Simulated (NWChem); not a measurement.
Species: PbH$_{2}$S$_{2}$, singlet; SMILES [SH][Pb][SH]

```xyz
5

Pb    -0.5126     0.0100     0.0000
S      1.2067     1.8898     0.0000
H      2.2820     1.0707     0.0000
S      1.2559    -1.8305     0.0000
H      0.3519    -2.8360     0.0000
```
Atoms are numbered in this order, from 1.

Low-valent species are run as closed-shell singlets; no triplet was tried in these runs. Structure relaxed at the PBE0/def2-SVP level. No frequency run checked for a minimum. def2 effective core potentials on Pb; no spin-orbit coupling.

Symmetry labels are those of Cs in the frame above (b1 and b2, or b-type labels, depend on it).

Problem. List the 4 lowest vertical singlet excitations from CAM-B3LYP/def2-SVPD with def2 effective core potentials on Pb, TDA (NWChem).

Solution. 
```
state  energy (eV)  oscillator strength  symmetry  leading excitation (squared amplitude)
-----  -----------  -------------------  --------  --------------------------------------
S1            3.65                0.015        a"                    HOMO−1 → LUMO (0.99)
S2            3.88                0.039        a'                      HOMO → LUMO (0.91)
S3            4.37                0.000        a"                    HOMO−3 → LUMO (0.98)
S4            4.48                0.007        a'                    HOMO−2 → LUMO (0.85)
```
